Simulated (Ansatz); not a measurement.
Species: C₃H₂O, charge 0, multiplicity 1. 
Geometry from a B3LYP-D3(BJ)/def2-TZVP (Ansatz, a program for electronic structure) optimisation:
```xyz
6

O      1.5195    -0.1901     0.0624
C      0.3298    -0.0413     0.0135
C     -1.0024    -0.5494    -0.0487
C     -0.8370     0.7796    -0.0268
H     -1.7398    -1.3393    -0.0889
H     -1.3582     1.7270    -0.0382
```
Charge 0, spin multiplicity 1.

Parts of the frozen-core correlation energy in cc-pVTZ (Ansatz, hartree). Frozen orbitals: 4; correlated occupied orbitals by spin: 10 and 10; virtual: 134 and 134. No spin-orbit coupling. No relativistic terms.

```tsv
term	value
reference (HF)	-189.60246
MP2 opposite-spin	-0.50669
MP2 same-spin	___
CCSD correlation	___
(T)	___
T1 diagnostic	0.016
largest doubles amplitude	0.061
```

What belongs in the gaps?


- MP2 same-spin, value: -0.17376
- CCSD correlation, value: -0.68907
- (T), value: -0.03509
